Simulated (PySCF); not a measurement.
Al(OH)(OMe)(SeH) (CH5AlO2Se), SMILES C[O][Al]([OH])[SeH]. Geometry optimised at PBE-D3(BJ)/def2-SVP. Other conformers were not sampled.

Computed equilibrium geometry at PBE-D3(BJ)/def2-SVP (PySCF confirms it by a frequency run) as Cartesian coordinates in Å, and its point group (one conformer of several):
point group Cs.
```xyz
10

Al     0.4265     0.5294     0.0000
O      2.1269     0.7592     0.0000
H      2.5601     1.6265     0.0000
O     -0.7562     1.7553     0.0000
C     -0.8947     3.1462     0.0000
H     -1.4618     3.4863    -0.8964
H      0.0809     3.6887     0.0000
H     -1.4618     3.4863     0.8964
Se    -0.3504    -1.6480     0.0000
H      1.0545    -2.1330     0.0000
```
Charge 0, spin multiplicity 1.
